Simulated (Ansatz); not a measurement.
Gas-phase electronic energies from Ansatz, PBE0-D4/def2-TZVP geometries. CCSD(T)/CBS adds triple-zeta CCSD(T) − MP2 to the extrapolated MP2 energy (def2 sets, frozen cores). This one scheme is used for every species. Each species was taken in one conformer, which may not be the lowest.

`C=C[SiH2]O[SiH](F)F` + `C[SiH2]F` → `C[SiH](F)F` + `C=C[SiH2]O[SiH2]F`  (redistribution)

```json
{"species": "`C=C[SiH2]O[SiH](F)F`", "HF/def2-TZVPP energy (Eh)": "-931.25751"}
{"species": "`C[SiH2]F`", "HF/def2-TZVPP energy (Eh)": "-429.29895"}
{"species": "`C[SiH](F)F`", "HF/def2-TZVPP energy (Eh)": "-528.28386"}
{"species": "`C=C[SiH2]O[SiH2]F`", "HF/def2-TZVPP energy (Eh)": "-832.27014"}
```

Question: Work out ΔE.

Answer: ΔE = (-528.28386) + (-832.27014) − (-931.25751) − (-429.29895) = 0.00246 Eh = +1.5 kcal/mol. CCSD(T)/CBS gives +1.6 kcal/mol.

Largest T1 diagnostic among the species: 0.012.
